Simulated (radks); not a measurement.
Values are calculated unless marked as measured or tabulated.
Spin polarisation of the 5p1 shell in Sn+. Start: [Kr] 4d10 5s2 5p(up 0.5, down 0.5); electrons of 5p are moved from spin down to spin up, other shells keep equal spins. Code: a radial shooting solver on a logarithmic mesh with Libxc functionals. Model: non-relativistic Kohn-Sham, BLYP, spin-polarised, spherical densities, point nucleus.

moment (Bohr magnetons)  E - E(0) (eV)  e(5p up) (eV)  e(5p down) (eV)  5s down minus up (eV)
0                                0.000        -10.240          -10.240                 0.000
0.25                            -0.010        -10.315          -10.161                  0.153
0.5                             -0.038        -10.384          -10.078                  0.304
0.75                            -0.086        -10.447           -9.992                  0.453
1                               -0.152        -10.504           -9.903                  0.598

At moment 1 the spin-polarisation energy is -0.152 eV and the 5p exchange splitting 0.601 eV, that is 0.601 eV per Bohr magneton; E = -I m^2/4 would give I = 0.608 eV.
